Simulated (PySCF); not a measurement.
[CrI4]2- (charge -2 and quintet state).
Geometry (PBE0-D3(BJ)/def2-SVP, Å), atoms numbered from 1 in this order:
```
atom  x, y, z in Å
Cr1    0.011   -0.025   -0.016
I2    -0.757   -0.016    2.657
I3     2.440   -0.060   -1.362
I4    -0.759    2.569   -0.652
I5    -0.861   -2.579   -0.688
```

The calculation used PySCF 2.14.0, PBE0-D3(BJ)/def2-SVP geometry optimisation, gas phase, def2 core potentials past Kr.

(1) Which atoms are bound to Cr1, and at what distances?

(2) List the angles at Cr1.

(3) Describe the arrangement about Cr1 in numbers.

(4) What are the rotational constants (commonest isotopes, rigid rotor)?

Results:

(1) 4 atoms: I3 2.777 Å, I4 2.780 Å, I5 2.781 Å, I2 2.782 Å.

(2) 
```
    angle  degrees  distance of the outer atoms (Å)
I4–Cr1–I5    135.6                             5.15
I2–Cr1–I3    135.0                             5.14
I2–Cr1–I5     98.5                             4.22
I3–Cr1–I5     98.4                             4.21
I3–Cr1–I4     98.2                             4.20
I2–Cr1–I4     98.1                             4.20
```

(3) Angles from 98.1° to 135.6°; τ4 = (360° − α − β)/141° = 0.63 with α and β the two widest (0 for a square, 1 for a tetrahedron). Differences among atoms that D2d makes equivalent are scatter left by the optimiser.

(4) A = 225.7, B = 224.7, C = 150.6 MHz: an oblate symmetric top.

Point group: D2d (every atom within 0.08 Å of its image). Charge -2, quintet. ⟨S²⟩ = 6.060 (exact for a quintet: 6.00). Whether so highly charged an anion holds all its electrons in the gas phase wasn't checked; a finite basis holds them in any case. No counter-ion or solvent screens the charge of this multiply charged ion. Stationary, but not proved a minimum.
